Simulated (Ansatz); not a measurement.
`[OH][Al]([SiH3])[Br]` + CH₃OH → `C[O][Al]([OH])[SiH3]` + HBr at 700 K and 1 bar (ligand exchange at the Al–Br bond).

Calculated with Ansatz (gas phase, PBE0-D4/def2-TZVP geometries, no zero-point term in ΔE). CCSD(T)/CBS is the MP2 limit (def2-TZVPP, def2-QZVPP) plus CCSD(T) − MP2 in def2-TZVPP, frozen cores. This one scheme is used for every species. For Br outer-core shells are correlated without core-valence functions, which leaves a few kJ/mol of doubt a bond. Scalar relativity is left out up to krypton. One conformer a species, not always the lowest.

| species | CCSD(T)/CBS energy (Eh) | H − E (kJ/mol) | S (J/(mol·K)) |
| --- | --- | --- | --- |
| `[OH][Al]([SiH3])[Br]` | -3182.11809 | 178.1 | 484.8 |
| CH₃OH | -115.61712 | 170.8 | 288.5 |
| `C[O][Al]([OH])[SiH3]` | -723.80257 | 306.1 | 542.8 |
| HBr | -2573.91920 | 36.5 | 223.7 |

H − E and S are ideal-gas, rigid-rotor, harmonic terms from PBE0-D4/def2-TZVP, for one conformer and one mirror image of each species. 1 Eh = 2625.50 kJ/mol, R = 8.31446 J/(mol·K).

Problem. By hand: ΔE, ΔH, ΔS and ΔG.

Solution. ΔE = (-723.80257) + (-2573.91920) − (-3182.11809) − (-115.61712) = 0.01344 Eh = 35.3 kJ/mol. Δ(H − E) = 306.1 + 36.5 − 178.1 − 170.8 = -6.3, so ΔH = 29.0 kJ/mol. ΔS = 542.8 + 223.7 − 484.8 − 288.5 = -6.8 J/(mol·K). ΔG = 29.0 − 700 × (-6.8)/1000 = 33.8 kJ/mol.

Problem. By hand: the equilibrium constant, and the temperature at which ΔG would vanish if ΔH and ΔS stayed fixed.

Solution. log₁₀ K = −ΔG/(RT ln 10) = -2.5. ΔH and −TΔS have one sign here, so there is no such temperature.

The number of gas molecules stays the same, so ΔS is small and ΔH decides. A doubt of 5 kJ/mol in ΔE shifts log₁₀ K by 0.4 here. Other conformers and mirror images would add mixing entropy, several J/(mol·K) or more a flexible species. Modes under 60 cm⁻¹, often nearly free rotors, make the harmonic entropy too high. These are equilibria of isolated gas molecules and say nothing of rates. Largest T1 diagnostic: 0.013 (customary marks: 0.02 for closed shells, 0.045 for open ones).

ΔS is within the doubt of such terms, so its sign, and with it that verdict, could turn.
